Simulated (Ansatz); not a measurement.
Gas-phase electronic energies from Ansatz, PBE0-D4/def2-TZVP geometries. CCSD(T)/CBS adds triple-zeta CCSD(T) − MP2 to the extrapolated MP2 energy (def2 sets, frozen cores). This one scheme is used for every species. DFT in def2-TZVPP. B3LYP here is the variant with VWN-RPA as its local correlation; programs differ in this. Triplets are unrestricted, without spin–orbit coupling. Each species was taken in one conformer, which may not be the lowest.

Reaction (formal loss of a carbene): `CC(C)CCC(C)(C)C` → `CC(C)CC(C)(C)C` + `[CH2]` (triplet)

(1) Is it downhill or uphill in electronic energy at CCSD(T)/CBS, and by how much? (Best estimate.)

(2) What do these levels give: PBE-D4, B3LYP-D4, revPBE, B3LYP, BHLYP, LC-ωPBE, HF/def2-SVP, MP2/def2-SVP, CCSD/def2-SVP, CCSD/def2-TZVPP, CCSD(T)/def2-TZVPP, HF/CBS(def2)? (Estimate.)

Largest T1 diagnostic among the species: 0.011.

Answers

(1) Computed: Uphill: ΔE = +445.7 kJ/mol.

(2) Ansatz gave: PBE-D4 449.4, B3LYP-D4 435.9, revPBE 419.0, B3LYP 427.7, BHLYP 420.0, LC-ωPBE 434.3, HF/def2-SVP 308.0, MP2/def2-SVP 439.3, CCSD/def2-SVP 422.2, CCSD/def2-TZVPP 423.5, CCSD(T)/def2-TZVPP 434.1, HF/CBS(def2) 300.7 kJ/mol.

In def2-TZVPP, CCSD(T) changes the Hartree–Fock value by +133.5 kJ/mol (the triples alone add +10.6 kJ/mol) and MP2 by +146.4 kJ/mol. At CCSD(T), def2-SVP lies −15.5 kJ/mol from the extrapolated value and def2-TZVPP −11.7 kJ/mol. Leaving LDA and LC-ωPBE aside and taking each functional with its dispersion term where it has one, the values, not all of them listed here, spread over 36.9 kJ/mol, from r2SCAN0-D4 to ωB97X-V. LDA lies +73.3 kJ/mol from PBE without D4.
